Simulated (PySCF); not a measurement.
Dipole moment and polarisability of `CC1c2ccccc21`

C8H8.
Atom-mapped SMILES: `[CH3:1][CH:2]1[c:3]2[cH:4][cH:5][cH:6][cH:7][c:8]21` (hydrogens: H9, H10, H11 on C1; H12 on C2; H13 on C4; H14 on C5; H15 on C6; H16 on C7)

Cartesian coordinates in Å at the GFN2-xTB level; atoms count from 1:
```xyz
16
C8H8 angstrom
C      2.5237   -0.0332    0.3346
C      1.3842   -0.2789   -0.6274
C      0.0682   -0.7725   -0.1310
C     -1.0536   -1.3523    0.3654
C     -2.1591   -0.4789    0.3927
C     -2.0853    0.8354   -0.0319
C     -0.8982    1.4113   -0.5268
C      0.1416    0.5404   -0.5546
H      3.1901    0.7327   -0.0594
H      3.0968   -0.9476    0.4804
H      2.1438    0.2975    1.2988
H      1.7078   -0.6145   -1.6113
H     -1.1318   -2.3715    0.7143
H     -3.1025   -0.8524    0.7649
H     -2.9731    1.4492    0.0213
H     -0.8601    2.4440   -0.8414
```

Level: PBE0/def2-SVPD (PySCF), static field, nuclei fixed, core orbitals frozen in the response. The polarisability tensor in these axes (au):

```
x   114.25  -3.87  -8.03
y    -3.87  88.86  -8.63
z    -8.03  -8.63  63.31
```

Task: Diagonalise the tensor; give its mean and Δα, where Δα² is half the sum of the squared differences of the eigenvalues.

Result: Principal values 59.26, 91.43 and 115.73 au; mean 88.80 au = 13.16 Å³ = 14.64 × 10⁻⁴⁰ C²·m²/J; Δα = 49.07 au (55 % of the mean).

Task: What is the dipole moment, and where does it point?

Result: (0.28, 0.00, 0.05) D, 0.29 D in size, pointing from the negative to the positive side. Measured along this direction, the outermost atoms are H14 and H15 at the negative end and H9 and H10 at the positive end.

Task: What depolarisation ratio follows for Rayleigh scattering of linearly polarised light, taking the static tensor?

Result: ρ = 3Δα²/(45ᾱ² + 4Δα²) = 7222.6/(354875 + 9630.2) = 0.0198.

Task: In TDDFT the mean static polarisability is Σ f/ω² over all singlet excitations (ω in hartree). How much of it do the 6 lowest give? Their energies (eV) and oscillator strengths: 5.31, 0.0603; 5.83, 0.0050; 5.87, 0.0088; 6.03, 0.0000; 6.58, 0.0440; 6.83, 0.2841.

Result: They add up to 7.14 au, 8.0 % of the 88.80 au; the largest single term is 4.51 au, from the state at 6.83 eV. Terms in order: 1.59, 0.11, 0.19, 0.00, 0.75, 4.51 au. Higher excitations give the rest. The strengths listed sum to 0.402.

Task: What would n − 1 = 2πNα be for an ideal gas of these molecules at 400 K and 1 atm, electronic part alone?

Result: N = p/kT = 1.8347 × 10¹⁹ cm⁻³, so n − 1 = 2π × N × 13.16 × 10⁻²⁴ cm³ = 1517 × 10⁻⁶ at long wavelengths.

Geometry: GFN2-xTB; no solvent, vibrations or thermal averaging.
